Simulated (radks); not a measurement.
Spherical jellium clusters: N electrons in a uniform positive sphere of charge N and radius rs N^(1/3), rs = 4.37 bohr. Calculated with a radial shooting solver with Libxc functionals: non-relativistic Kohn-Sham, PBE, spin-polarised, spherical densities. Levels are named by radial order and angular momentum (1s, 1p, 1d, 2s, ...), and open shells are averaged over m.

N = 5, configuration 1s2 1p(up 3, down 0). This is the lowest configuration that the search found. Occupied and some empty levels:

level    occupation  eigenvalue (eV)  <r> (bohr)
1s up             1          -4.0870       5.347
1s down           1          -3.4691       4.789
1p up             3          -2.8546       6.395
1p down           0          -1.9548       6.375
1d up             0          -1.3449       7.659
2s up             0         -0.88278       9.033

Energy (eV): total -8.60156, kinetic 7.9480, external -106.38, Hartree 52.080, exchange-correlation -16.867, background 54.622.

Electron density:

r (bohr)  n(r) (e/bohr^3)
0.562            0.003224
1.19             0.003291
1.81             0.003387
2.44             0.003484
3.07             0.003540
3.69             0.003503
4.32             0.003327
4.94             0.002995
5.57             0.002528
6.20             0.001982
6.82             0.001432
7.45            0.0009491
8.07            0.0005826
8.70            0.0003402
9.32            0.0001931
9.95            0.0001079
10.6           0.00005954
11.2           0.00003290
11.8           0.00001788
12.5            9.653e-06
